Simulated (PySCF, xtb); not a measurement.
H10PSi3, SMILES [SiH3][PH+]([SiH3])[SiH3], charge +1.

Geometry optimised at PBE-D3(BJ)/def2-SVP. The isomer is the one that the SMILES or the coordinates give; other isomers of the formula were not compared.

Level of theory: IEF-PCM-M06-2X/def2-SVP in PySCF.

The values are the electrostatic part of the solvation free energy, E(continuum) − E(gas) at the gas-phase geometry, in a cavity of scaled van der Waals radii (PySCF's table); cavitation and dispersion terms are not included. In vacuum the orbital gap is 10.39 eV.

```json
[
 {"solvent": "water", "ε": "78.36", "ΔG(elec) (kcal/mol)": "-48.8", "gap (eV)": "10.34"},
 {"solvent": "methanol", "ε": "32.61", "ΔG(elec) (kcal/mol)": "-47.8", "gap (eV)": "10.34"},
 {"solvent": "chlorobenzene", "ε": "5.70", "ΔG(elec) (kcal/mol)": "-40.5", "gap (eV)": "10.35"}
]
```

For comparison, GFN2-xTB/ALPB(water) (xtb, at the GFN2-xTB geometry, all terms of that model) gives -36.4 kcal/mol.
